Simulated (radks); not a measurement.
Spin polarisation of the 5d3 shell in Ta. Start: [Xe] 4f14 5d(up 1.5, down 1.5) 6s2; electrons of 5d are moved from spin down to spin up, other shells keep equal spins. Method: non-relativistic Kohn-Sham, LDA (Slater exchange, Perdew-Wang correlation), spin-polarised, spherical densities, point nucleus; computed with a radial shooting solver on a logarithmic mesh with Libxc functionals.

moment (Bohr magnetons)  E - E(0) (eV)  e(5d up) (eV)  e(5d down) (eV)  6s down minus up (eV)  4f down minus up (eV)  5p down minus up (eV)
0                                0.000         -4.963           -4.963                  0.000                  0.000                  0.000
0.75                            -0.072         -5.145           -4.762                  0.199                  0.067                  0.353
1.5                             -0.288         -5.307           -4.538                  0.401                  0.133                  0.707
2.25                            -0.649         -5.449           -4.291                  0.606                  0.199                  1.061
3                               -1.157         -5.570           -4.019                  0.817                  0.265                  1.415

At moment 3 the spin-polarisation energy is -1.157 eV and the 5d exchange splitting 1.551 eV, that is 0.517 eV per Bohr magneton; E = -I m^2/4 would give I = 0.514 eV.
